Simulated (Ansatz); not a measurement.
NbS(OH)3 (NbSO3H3). The state is a singlet with charge 0. Geometry PBE0-D4/def2-SVP, basis def2-TZVP, Ansatz.

```tsv
run	HOMO (eV)	LUMO (eV)
A	-6.67	-2.51
B	-6.50	-2.34
C	-7.22	-1.97
D	-9.93	0.52
E	-10.26	0.58
F	-6.78	-2.25
```

In the def2 sets Nb takes a core potential; there is no spin–orbit coupling. LC-ωPBE has ω = 0.4 bohr⁻¹.

**Question.** The runs used LC-ωPBE, LDA (SPW92), PBE, r2SCAN, r2SCANh, ωB97X-V. Estimate which is which.

**Answer.** A LDA (SPW92) (0 % exact exchange); B PBE (0 % exact exchange); C r2SCANh (10 % exact exchange); D ωB97X-V (range-separated); E LC-ωPBE (range-separated); F r2SCAN (0 % exact exchange). Exact exchange lowers occupied and raises empty levels; among semilocal functionals meta-GGAs tend to open the gap a little, and such runs are hard to tell apart. The gap grows from 4.16 eV (LDA (SPW92)) to 10.84 eV (LC-ωPBE).
